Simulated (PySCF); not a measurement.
Compound: C9H9FO2.
SMILES with atom numbers: `[F:1][CH2:2][c:3]1[cH:4][cH:5][c:6]2[c:7]([cH:8]1)[O:9][CH2:10][CH2:11][O:12]2` (hydrogens: H13, H14 on C2; H15 on C4; H16 on C5; H17 on C8; H18, H19 on C10; H20, H21 on C11)

The geometry is computed with GFN2-xTB (gas phase).

Q: What internal coordinates does the optimisation give?

A: 
| bond | length (pm) | order |
| --- | --- | --- |
| F1–C2 | 137.1 | single |
| C2–C3 | 150.4 | single |
| C3–C4 | 138.8 | aromatic |
| C4–C5 | 138.1 | aromatic |
| C5–C6 | 138.8 | aromatic |
| C6–C7 | 139.9 | aromatic |
| C7–C8 | 138.7 | aromatic |
| C7–O9 | 137.2 | single |
| O9–C10 | 141.0 | single |
| C10–C11 | 152.8 | single |
| C11–O12 | 141.0 | single |
| C3–C8 | 138.7 | aromatic |
| C6–O12 | 137.2 | single |
| C2–H13, C2–H14 | 109.7 | single |
| C4–H15 | 107.8 | single |
| C5–H16 | 107.8 | single |
| C8–H17 | 107.9 | single |
| C10–H18, C10–H19 | 109.5 | single |
| C11–H20, C11–H21 | 109.5 | single |

Bonds in one row agree within 1 pm and their mean is given. Orders are formal, as drawn. A selection of angles:
| angle | degrees |
| --- | --- |
| F1–C2–C3 | 112.2 |
| F1–C2–H13 | 106.6 |
| C3–C2–H13 | 111.0 |
| H13–C2–H14 | 109.4 |
| C2–C3–C4 | 121.7 |
| C2–C3–C8 | 118.8 |
| C4–C3–C8 | 119.6 |
| C3–C4–C5 | 120.2 |
| C3–C4–H15 | 119.8 |
| C5–C4–H15 | 120.0 |
| C4–C5–C6 | 120.6 |
| C4–C5–H16 | 121.1 |
| C6–C5–H16 | 118.3 |
| C5–C6–C7 | 119.4 |
| C5–C6–O12 | 118.6 |
| C7–C6–O12 | 122.0 |
| C6–C7–C8 | 119.7 |
| C6–C7–O9 | 122.1 |
| C8–C7–O9 | 118.2 |
| C7–C8–H17 | 118.3 |
| C3–C8–C7 | 120.6 |
| C3–C8–H17 | 121.2 |
| C7–O9–C10 | 113.3 |
| O9–C10–C11 | 110.3 |
| O9–C10–H18 | 106.5 |
| O9–C10–H19 | 109.9 |
| C11–C10–H18 | 111.4 |
| C11–C10–H19 | 109.2 |
| H18–C10–H19 | 109.6 |
| C10–C11–O12 | 110.3 |
| C10–C11–H20 | 109.2 |
| C10–C11–H21 | 111.3 |
| O12–C11–H20 | 109.9 |
| O12–C11–H21 | 106.5 |
| H20–C11–H21 | 109.6 |
| C6–O12–C11 | 113.3 |

Dihedral angles: F1–C2–C3–C4 -2° (synperiplanar); C6–C7–O9–C10 -15° (synperiplanar); C7–O9–C10–C11 45° (synclinal); O9–C10–C11–O12 -63° (synclinal); C10–C11–O12–C6 45° (synclinal); C5–C6–O12–C11 165° (antiperiplanar). The mirror-image conformer, all signs reversed, is as good.

The 6-membered ring C3–C4–C5–C6–C7–C8 has internal angles of 119.4° to 120.6°; it is planar, 0.01 Å rms from its mean plane, widest ring torsion 2°. Of the pairs four or more bonds apart, F1···H15 is among the closest relative to their van der Waals radii: 2.40 Å, 90 % of the sum of Bondi's values. The 6-membered ring C6–C7–O9–C10–C11–O12 has internal angles of 110.3° to 122.1°; it is puckered, 0.20 Å rms from its mean plane, widest ring torsion 63°. The C–C distances run from 1.381 Å (C4–C5, aromatic) to 1.528 Å (C10–C11, drawn single), a spread of 0.147 Å. The C–O distances run from 1.372 Å (C7–O9, drawn single) to 1.410 Å (O9–C10, drawn single), a spread of 0.038 Å.

Point group: C1 (no symmetry element, even within 0.4 Å). No frequency check. One conformer, not necessarily the lowest.
